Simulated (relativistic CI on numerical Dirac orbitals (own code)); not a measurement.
Method of calculation: Dirac-Coulomb-Breit CI, KLI orbitals optimised for each configuration, QED by a radiative potential, unscaled Slater integrals (own radial code, finite nucleus).

The strongest absorption lines from the ground level of an ion, among the configurations computed and to levels below about 554 eV (vacuum wavelength in Å, gf): 31.307 (0.14), 31.395 (0.015), 38.995 (0.0045), 42.827 (0.32), 43.030 (0.12), 80.747 (0.0014), 246.23 (0.75), 368.47 (0.0048).

**Question.** Which ion is it?
A. Ni14+
B. Ni16+
C. Ge20+
D. Zn18+

**Answer.** B. Ni16+ has 12 electrons and the ground level 3s² ¹S0; the strongest line goes to 3s3p ¹P°1. The pattern of lines fixes the number of electrons, and along that sequence the line energies rise steadily with the charge (about as its square where n changes within one kind of shell, about linearly where n is kept but much faster in heavy ions where fine structure, which grows about as Z⁴, sets the gap, and irregularly where shells cross), which fixes Z. Configurations outside the model, such as inner-shell arrays, can give stronger lines. At this charge energies of transitions that change n are usually good to better than 1 %, and those within a shell (Δn = 0) to a few per cent.

LS names give the leading component of a level, which can be under half, so a name can repeat, a term be missing and a line seem to break the LS rules.
